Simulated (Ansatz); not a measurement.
Reaction (substitution at a C–C bond): `C=CCCCCCC` + CH₃OH → `CCOC` + `C=CCCCC`

Gas-phase electronic energies from Ansatz, PBE0-D4/def2-TZVP geometries. CCSD(T)/CBS is the MP2 limit (def2-TZVPP, def2-QZVPP) plus CCSD(T) − MP2 in def2-TZVPP, frozen cores. This one scheme is used for every species. Functionals use def2-TZVPP. B3LYP here is the variant with VWN-RPA as its local correlation; programs differ in this. One conformer a species, not always the lowest.

`C=CCCCCCC`:

Cartesian coordinates in Å:
```
C -2.717 2.660 -0.455
C -1.780 1.784 -0.119
C -2.042 0.386 0.331
C -1.526 -0.681 -0.639
C -0.032 -0.623 -0.936
C 0.859 -0.780 0.285
C 2.339 -0.821 -0.057
C 3.229 -0.970 1.164
H -2.469 3.664 -0.782
H -3.771 2.404 -0.409
H -0.736 2.089 -0.179
H -1.580 0.232 1.313
H -3.119 0.249 0.470
H -2.079 -0.591 -1.580
H -1.770 -1.667 -0.228
H 0.208 -1.416 -1.653
H 0.210 0.318 -1.443
H 0.585 -1.699 0.821
H 0.682 0.041 0.990
H 2.525 -1.648 -0.752
H 2.608 0.093 -0.600
H 4.287 -0.997 0.892
H 3.086 -0.137 1.859
H 3.001 -1.892 1.707
```

CH₃OH:

```xyz
6

C     0.283   -0.121    0.179
O    -0.467    0.774   -0.609
H     1.267    0.327    0.322
H     0.420   -1.094   -0.310
H    -0.164   -0.285    1.167
H    -1.339    0.399   -0.750
```

`CCOC`:

```xyz
12

C     1.386   -1.080    0.368
C     0.365   -0.226   -0.339
O    -0.521    0.305    0.612
C    -1.504    1.114    0.033
H     0.899   -1.898    0.902
H     1.948   -0.486    1.091
H     2.089   -1.506   -0.351
H    -0.193   -0.822   -1.079
H     0.858    0.591   -0.890
H    -2.145    1.483    0.833
H    -1.063    1.973   -0.494
H    -2.120    0.552   -0.685
```

`C=CCCCC`:

Z-matrix (Å, degrees):
```
C
C 1 1.492
C 1 1.530 2 112.8
H 1 1.094 2 109.6 3 -123.7
H 1 1.097 2 109.0 3 120.3
C 2 1.326 1 125.4 3 121.9
H 2 1.090 1 115.8 3 -57.4
C 3 1.523 1 114.5 2 -61.1
H 3 1.096 1 108.7 2 176.3
H 3 1.096 1 108.7 2 61.1
H 6 1.086 2 121.3 1 0.4
H 6 1.084 2 121.7 1 -179.9
C 8 1.520 3 113.9 1 -62.6
H 8 1.095 3 109.3 1 60.0
H 8 1.095 3 108.5 1 175.5
H 13 1.094 8 111.2 3 -55.8
H 13 1.092 8 111.7 3 64.5
H 13 1.092 8 111.2 3 -175.7
```

```json
{"level": "PBE-D4", "ΔE (eV)": "0.19"}
{"level": "PBE0-D4", "ΔE (eV)": "0.22"}
{"level": "B3LYP-D4", "ΔE (eV)": "0.16"}
{"level": "ωB97X-V", "ΔE (eV)": "0.19"}
{"level": "r2SCAN", "ΔE (eV)": "0.16"}
{"level": "CCSD/def2-TZVPP", "ΔE (eV)": "0.24"}
{"level": "HF/CBS(def2)", "ΔE (eV)": "0.14"}
{"level": "CCSD/CBS(def2)", "ΔE (eV)": "0.26"}
```

Q: What does CCSD(T)/CBS give? (An estimate is asked.)

A: Ansatz gave: +0.26 eV. The listed levels differ from it by -0.07, -0.04, -0.10, -0.07, -0.10, -0.02, -0.12, 0.00 eV.

Largest T1 diagnostic among the species: 0.010.

The D4 term adds +0.03 eV with B3LYP and +0.02 eV with PBE0; it sums over pairs of atoms, weighted by their polarisabilities, and B3LYP, whose exchange is more repulsive, gets the larger term. From PBE to PBE0 (25 % exact exchange), in def2-TZVPP and without D4, ΔE moves by +0.03 eV.
